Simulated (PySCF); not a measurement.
ZnH, SMILES [ZnH+] (connectivity only; charge and spin as stated), charge +1, multiplicity 1.

Coordinates come from a PBE-D3(BJ)/def2-TZVPD optimisation. The spin state was assumed, not searched.

Two levels are set side by side: TDDFT-PBE/def2-TZVPD (PySCF) and TDDFT-B3LYP/def2-TZVPD (PySCF). Vertical, same geometry. The lowest singlet is HOMO→LUMO 96 % with PBE and HOMO→LUMO 97 % with the other functional; states are paired by order. Differences are taken from unrounded values.

```csv
quantity,TDDFT-B3LYP,TDDFT-PBE,TDDFT-PBE minus TDDFT-B3LYP
lowest singlet excitation (eV),6.18,6.12,-0.06
lowest triplet excitation (TDA) (eV),3.43,3.54,0.10
first bright state (f over 0.05) (eV),6.18,6.12,-0.06
its oscillator strength,0.28,0.25,-0.03
```

Rough cost on one machine, each run with all the roots and properties that it gave: TDDFT-B3LYP against TDDFT-PBE about 2 times.
